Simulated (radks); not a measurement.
All-electron atom: the tungsten ion W13+ in [Kr] 4d10 4f13 5s2. All-electron calculation, Dirac Kohn-Sham, exchange-only PBE, spin-unpolarised, spherical densities, finite nucleus; open shells fill j = l - 1/2 first; Fermi nuclear charge, rms radius 5.3658 fm. Program: a radial shooting solver on a logarithmic mesh with Libxc functionals. Some entries of the table are withheld. Estimate them.

orbital  occ.  eigenvalue (hartree)  <1/r> (bohr^-1)  r(max) (bohr)
1s1/2       2             -2558.871            87.04        0.01146
2s1/2       2             -449.0551            21.19            (1)
2p1/2       2             -429.9505            21.16        0.04896
2p3/2       4             -380.2206            17.77        0.05579
3s1/2       2             -110.4267            7.778         0.1855
3p1/2       2             -101.8939            7.696         0.1736
3p3/2       4             -91.13371            6.820         0.1877
3d3/2       4             -76.73354              (2)            (3)
3d5/2       6             -74.39152              (4)            (5)
4s1/2       2             -29.90731              (6)         0.4206
4p1/2       2                   (7)              (8)         0.4202
4p3/2       4                   (9)             (10)         0.4495
4d3/2       4             -17.99051            2.664         0.4455
4d5/2       6             -17.52150            2.592         0.4547
5s1/2       2             -11.00576            1.417         0.9159
4f5/2       6             -10.12095            2.213         0.4194
4f7/2       7             -10.02926            2.187         0.4239
5p1/2       0              -9.77759            1.331         0.9591
5p3/2       0              -9.23164            1.242          1.019
6s1/2       0              -5.83283           0.7899          1.745

Answer. 
(1) 2s1/2 r(max) (bohr): 0.06587
(2) 3d3/2 <1/r> (bohr^-1): 6.715
(3) 3d3/2 r(max) (bohr): 0.1470
(4) 3d5/2 <1/r> (bohr^-1): 6.508
(5) 3d5/2 r(max) (bohr): 0.1509
(6) 4s1/2 <1/r> (bohr^-1): 3.278
(7) 4p1/2 eigenvalue (hartree): -26.35730
(8) 4p1/2 <1/r> (bohr^-1): 3.170
(9) 4p3/2 eigenvalue (hartree): -23.84200
(10) 4p3/2 <1/r> (bohr^-1): 2.869
